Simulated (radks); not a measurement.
Species: Be IV. Configuration: 1s0.75 2p0.25 (fractional occupations, a model configuration). All-electron calculation, scalar-relativistic Kohn-Sham, r2SCAN, spin-polarised, spherical densities, finite nucleus; open shells are filled with parallel spins first; meta-GGA in the generalised Kohn-Sham scheme; Fermi nuclear charge, rms radius 2.519 fm. Program: a radial shooting solver on a logarithmic mesh with Libxc functionals.

Normalised radial functions P(r) = r R(r), r in bohr:

```
   r/bohr * 1s up, o 2s up, + 2p up (the largest magnitude, 1.48, reaches the edge; | marks zero, & curves that meet)
  0.02034                             + o   *
  0.02465                             + o    *
  0.02986                             + o     *
  0.03648                             +  o     *
   0.0442                             +  o       *
  0.05355                             +   o        *
  0.06489                             +    o         *
  0.07862                             |+   o           *
  0.09526                             |+    o            *
   0.1154                             |+    o              *
   0.1399                             | +    o                *
   0.1695                             | +    o                 *
   0.2053                             |  +   o                   *
   0.2488                             |   +  o                   *
   0.3039                             |    +o                   *
   0.3682                             |   o  +                 *
   0.4461                             | o     +             *
   0.5406                            o|         +       *
    0.655                        o    |           + *
   0.7936                    o        |         *   +
   0.9616                 o           |     *        +
    1.165              o              |  *           +
    1.412              o              |*            +
    1.711               o             |*          +
    2.089                  o          *        +
    2.532                     o       *     +
    3.068                        o    *   +
    3.717                           o * +
    4.504                            o*+
    5.457                             &
```

1s up: eigenvalue -202.41 eV, 0 radial nodes, <r> = 0.372 bohr, 90 % of the charge inside 0.661 bohr. 2s up (empty): eigenvalue -41.615 eV, 1 radial node at r = 0.503 bohr, <r> = 1.62 bohr, 90 % of the charge inside 2.46 bohr. 2p up: eigenvalue -39.279 eV, 0 radial nodes, <r> = 1.40 bohr, 90 % of the charge inside 2.26 bohr.
